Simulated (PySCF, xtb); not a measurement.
B(CCH)(Cl)(OMe) (C3H4BClO), SMILES B(C#C)(Cl)OC.

GFN2-xTB (xtb) at its own geometry gives an orbital gap of 4.58 eV and a dipole moment of 1.82 D.

Geometry: PBE0-D3(BJ)/def2-SVP. This is a generated structure with no PubChem entry under its InChIKey; it may be hypothetical. The values are those of a single conformer.

**Question.** What does PySCF with HF/def2-TZVP give? (The exact figures need the calculation; the answer reports its results.)

**Answer.** gap 13.44 eV (levels -10.99 and 2.45 eV), dipole 1.07 D.
